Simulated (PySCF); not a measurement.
**Tin: a sound run and one with changed settings**

Sound run: Sn⁺ [Kr] 4d10 5s2 5p1, Sn²⁺ [Kr] 4d10 5s2. Computed with PySCF 2.14 in def2-SVP with the def2 core potential (28 electrons) (4s4p2d, 26 functions), with scalar relativity through the core potential. The sound run starts from symmetry-adapted Hartree-Fock orbitals and uses a fine grid where one is needed.

A second run was set up differently.

| species | method | sound run (hartree) | changed run (hartree) | converged |
| --- | --- | --- | --- | --- |
| Sn⁺ | UHF | -213.08429 | -213.08429 | yes |
| Sn⁺ | TPSS | -213.89065 | -212.99126 | yes |
| Sn⁺ | MN15 | -213.51730 | -212.53690 | yes |
| Sn²⁺ | UHF | -212.58015 | -212.58015 | yes |
| Sn²⁺ | TPSS | -213.36850 | -212.46684 | yes |
| Sn²⁺ | MN15 | -212.99253 | -212.00868 | yes |

Ionisation energy of Sn⁺:

```csv
method,sound run (eV),changed run (eV)
UHF,13.718,13.718
TPSS,14.209,14.270
MN15,14.280,14.374
```

Task: What was changed?
A. too few SCF iterations
B. radial grid too coarse
C. basis contracted for another Hamiltonian
D. a valence shell is frozen

Result: B. It used radial step 0.8 in ln r (0.13 in the sound run). A coarse radial grid mis-integrates the density and the exchange-correlation energy, with errors of either sign; Hartree-Fock needs no grid.
